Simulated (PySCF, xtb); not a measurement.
iodine monochloride (ClI), SMILES ClI.

GFN2-xTB (xtb) at its own geometry gives an orbital gap of 3.05 eV and a dipole moment of 2.71 D.

Coordinates come from a B3LYP-D3(BJ)/def2-TZVP optimisation. The def2 effective core potentials stand for the cores of I; spin–orbit coupling is left out.

Question: What does PySCF with HF/def2-TZVPD give? (Estimate from the structure and the level; the computed values follow.)

Answer: gap 10.29 eV (levels -10.60 and -0.31 eV), dipole 1.37 D.
